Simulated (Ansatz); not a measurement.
Reaction (ligand exchange at the Al–O bond): `C[O][AlH][SH]` + `[SiH3]S` → `[SiH3][S][AlH][SH]` + CH₃OH

Gas-phase electronic energies from Ansatz, PBE0-D4/def2-TZVP geometries. CBS: MP2 limit from def2 TZ/QZ plus the TZ coupled-cluster correction, frozen cores. This one scheme is used for every species. Functionals use def2-TZVPP. One conformer a species, not always the lowest.

```
  level  ΔE (eV)
   BLYP     0.29
LC-ωPBE     0.16
```

Question: What does CCSD(T)/CBS give? (Estimate.)

Answer: Computed: +0.11 eV. The listed levels differ from it by 0.18, 0.05 eV.

Largest T1 diagnostic among the species: 0.012.

At CCSD(T), def2-SVP lies +0.10 eV from the extrapolated value and def2-TZVPP +0.04 eV. The D4 term adds −0.08 eV with B3LYP and −0.04 eV with PBE0; it sums over pairs of atoms, weighted by their polarisabilities, and B3LYP, whose exchange is more repulsive, gets the larger term.

B3LYP here is the variant with VWN-RPA as its local correlation; programs differ in this.
